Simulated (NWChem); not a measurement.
Correlation energy of fluoroethane (C₂H₅F)

```xyz
8

C     -1.1771     0.2668     0.0000
C      0.3188     0.4478     0.0000
F      0.9482    -0.7739     0.0000
H     -1.6835     1.2440     0.0000
H     -1.5017    -0.2907    -0.8912
H     -1.5017    -0.2907     0.8912
H      0.6514     1.0072     0.8922
H      0.6514     1.0072    -0.8922
```
Charge 0, spin multiplicity 1.

All runs are NWChem calculations. All single points use one geometry, from PBE0/def2-SVP, a minimum by its harmonic frequencies.

Basis set: 6-311G**. Each correlation energy counts from its own Hartree-Fock reference.

The correlated methods keep 3 core orbitals frozen. The Pople sets run with spherical d functions. Coupled-cluster values serve here as a point of comparison, not as the truth.

### Question
For the correlation energy, MP2 gives -510.2 mHa and CR-CCSD(T) gives -552.9 mHa. What do CCSD, SCS-MP2, CR-CCSD[T] give?

### Answer
CCSD: -541.5 mHa; SCS-MP2: -506.9 mHa; CR-CCSD[T]: -553.4 mHa.
